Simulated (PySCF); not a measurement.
ClH₂Si, SMILES Cl[SiH2] (connectivity only; charge and spin as stated), charge +1, multiplicity 1. Atoms are numbered in the order given.

```xyz
4

Si     0.0000     0.0000    -0.9647
Cl     0.0000     0.0000     0.9896
H      0.0000    -1.2911    -1.6590
H      0.0000     1.2911    -1.6590
```
Charge +1, spin multiplicity 1.

Geometry optimised at B3LYP-D3(BJ)/def2-TZVP. The multiplicity is an assumed one; other spin states were not compared. The isomer is the one that the SMILES or the coordinates give; other isomers of the formula were not compared.

Two levels are set side by side: PBE/pcSseg-2 (PySCF) and PBE0/pcSseg-2 (PySCF). GIAO shifts against HCl (³⁵Cl), TMS (²⁹Si), TMS (¹H) at the same level; non-relativistic, no solvent, atoms listed together averaged. Without spin–orbit terms, shifts of atoms bonded to Cl or Br come out too high at both levels. Differences are taken from unrounded values.

```
quantity                PBE0
---------------------  -----
δ(²⁹Si) of Si1 (ppm)   235.5
δ(³⁵Cl) of Cl2 (ppm)   392.4
δ(¹H) of H3, H4 (ppm)   7.86
```

**Question.** What does PBE give, and how far is it from PBE0? (An estimate is asked for; the answer gives what the named calculation found.)

**Answer.** 
```
quantity                 PBE  PBE minus PBE0
---------------------  -----  --------------
δ(²⁹Si) of Si1 (ppm)   240.7             5.2
δ(³⁵Cl) of Cl2 (ppm)   461.8            69.4
δ(¹H) of H3, H4 (ppm)   8.04            0.19
```

Rough cost on one machine, each run with all the roots and properties that it gave: PBE0 against PBE within a factor of 2.
